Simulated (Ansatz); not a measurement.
```yaml
crystal:
  periodic: [false, false, false]
  atoms:
    - {symbol: C, position_ang: [1.258492, -1.550834, 0.335995]}
    - {symbol: N, position_ang: [0.728934, -0.515885, -0.520750]}
    - {symbol: Ti, position_ang: [-0.493627, 0.837304, -0.097745]}
    - {symbol: O, position_ang: [-2.192887, 0.256294, -0.320494]}
    - {symbol: O, position_ang: [-0.187032, 2.199276, -1.247011]}
    - {symbol: O, position_ang: [-0.258028, 1.251578, 1.649593]}
    - {symbol: H, position_ang: [1.009584, -2.556133, -0.026775]}
    - {symbol: H, position_ang: [0.840775, -1.449531, 1.339841]}
    - {symbol: H, position_ang: [2.348809, -1.486701, 0.430341]}
    - {symbol: H, position_ang: [1.161519, -0.502809, -1.435918]}
    - {symbol: H, position_ang: [-2.524801, -0.589990, -0.619454]}
    - {symbol: H, position_ang: [-0.780169, 2.678011, -1.825656]}
    - {symbol: H, position_ang: [-0.891070, 1.394620, 2.352834]}
basis:
  gaussian: {orbitals: aug-cc-pVDZ, final_grid: {core_spheres: 1, valence_spheres: 1, degree: 1}}
magnetization: {spin_polarized: true, initial_magnetization: 2}
hamiltonian: {xc: {name: PBE}}
scf: {lower_state_search: light}
output: {forces: true}
```

```sh
$ ansatz run in.yaml --threads 4 --pin off --events-out ev --progress --plain --max-ram 11315MiB
```

Shortened log:

```
Functional definition: PBE
1967 factors; their error is unknown
mean field evaluation 1: about -31859.8196 eV, gradient 8.1e1 eV
mean field evaluation 2: about -31495.8862 eV, gradient 2.3e2 eV
mean field evaluation 4: about -31876.1954 eV, gradient 4.4e1 eV
mean field evaluation 8: about -31884.6679 eV, gradient 1.3e1 eV
mean field evaluation 16: about -32044.1447 eV, gradient 4.1e1 eV
mean field evaluation 32: about -32133.6337 eV, gradient 1.8e0 eV
mean field evaluation 64: about -32059.4622 eV, gradient 1.7e1 eV
mean field evaluation 128: about -32125.6479 eV, gradient 3.1e1 eV
mean field evaluation 160: about -32135.8828 eV, gradient 3.9e0 eV
mean field evaluation 192: about -32136.5274 eV, gradient 1.0e-3 eV
a density is far from that of the atoms, so the factors are made again for it
2781 factors; integrals over basis functions are off by at most 2.5e-4 eV
mean field evaluation 320: about -32130.9249 eV, gradient 1.1e-2 eV
mean field evaluation 352: about -32130.9249 eV, gradient 1.1e-2 eV
mean field -32136.90295606 eV, -1181.0094004600 hartree, gradient 1.4e-5 eV, S^2 5.828812; 22 other end points of the search recorded, 0 dependent functions left out
reference -32136.90300956 eV, -1181.0094024260 hartree; 34, 32 occupied and 203, 205 virtual orbitals, 2781 factors
Total energy: -32136.90300956 eV, -1181.0094024260 hartree
Atom 0 at     1.258492    -1.550834     0.335995 Å, force    27.516359   -28.395554   -26.166950 eV/Å
Atom 1 at     0.728934    -0.515885    -0.520750 Å, force   -10.287732    -3.389482    40.465636 eV/Å
Atom 2 at    -0.493627     0.837304    -0.097745 Å, force    -4.381816    -5.366683    -5.485683 eV/Å
Atom 3 at    -2.192887     0.256294    -0.320494 Å, force    13.325829   -16.262147   -20.687041 eV/Å
Atom 4 at    -0.187032     2.199276    -1.247011 Å, force     9.686504    -7.615562   -32.133952 eV/Å
Atom 5 at    -0.258028     1.251578     1.649593 Å, force   -32.330212    34.302944   -19.301882 eV/Å
Atom 6 at     1.009584    -2.556133    -0.026775 Å, force    -6.105436     8.461354    -1.284704 eV/Å
Atom 7 at     0.840775    -1.449531     1.339841 Å, force    13.133390   -19.962961    10.171675 eV/Å
Atom 8 at     2.348809    -1.486701     0.430341 Å, force    -8.680084     7.655852     0.330856 eV/Å
Atom 9 at     1.161519    -0.502809    -1.435918 Å, force   -28.795794    24.862156    30.388755 eV/Å
Atom 10 at    -2.524801    -0.589990    -0.619454 Å, force     4.993804    23.838774     4.341981 eV/Å
Atom 11 at    -0.780169     2.678011    -1.825656 Å, force    -5.742651     1.554387    22.253389 eV/Å
Atom 12 at    -0.891070     1.394620     2.352834 Å, force    27.667840   -19.683079    -2.892080 eV/Å
Dipole moment:    -0.632134    -0.532865     0.562215 e Å
```

In this input the integration grid is far too coarse. Self-consistency was reached. The result belongs to that input, not to the molecule as meant.
